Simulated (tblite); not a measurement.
C2H2F (SMILES [CH]=CF), doublet, geometry from GFN2-xTB; GFN1-xTB in tblite.

The tblite input:
```
$ tblite run mol.xyz --method gfn1 --charge 0 --spin 1 --json tblite.json --no-restart

# file mol.xyz
5

C      0.03831317     0.37748676    -0.00198934
C      1.23935301    -0.08688495    -0.03729312
F     -1.07331666    -0.38169762     0.03330233
H     -0.24782299     1.43729641     0.00433304
H      2.24167587     0.25437132    -0.06835927
```

Question: What does tblite print? Leave out banner, timings and long lists.

Answer: 
```
xTB calculator
 | screened Coulomb repulsion
 | Coulomb electrostatics
 |  * isotropic Klopman-Ohno-Mataga-Nishimoto electrostatics
 |  * onsite third-order electrostatics
 | DFT-D3(BJ) dispersion correction

halogen bonding energy    0.0000000000000E+00 Eh
repulsion energy          1.0684629095235E-01 Eh
dispersion energy        -7.4854025267819E-04 Eh
number of electrons       1.7000000000000E+01 e
integral cutoff           1.9731147476801E+01 bohr

------------------------------------------------------------
  cycle        total energy    energy error   density error
------------------------------------------------------------
      1     -10.25995134857  -1.0366049E+01   5.9915945E-01
      2     -10.30106281455  -4.1111466E-02   3.4927579E-01
      3     -10.30067553331   3.8728124E-04   1.2153565E-01
      4     -10.30310987917  -2.4343459E-03   1.9186447E-02
      5     -10.30337033005  -2.6045088E-04   2.2502502E-03
      6     -10.30337225634  -1.9262973E-06   9.3337392E-04
      7     -10.30337306386  -8.0751731E-07   3.4827622E-05
      8     -10.30337306406  -2.0278534E-10   1.2341835E-05
------------------------------------------------------------

electronic energy        -1.0409470814765E+01 Eh
total energy             -1.0303373064065E+01 Eh

Post processing:
 | Mayer-Wiberg bond orders

[Info] JSON dump of results written to 'tblite.json'
```
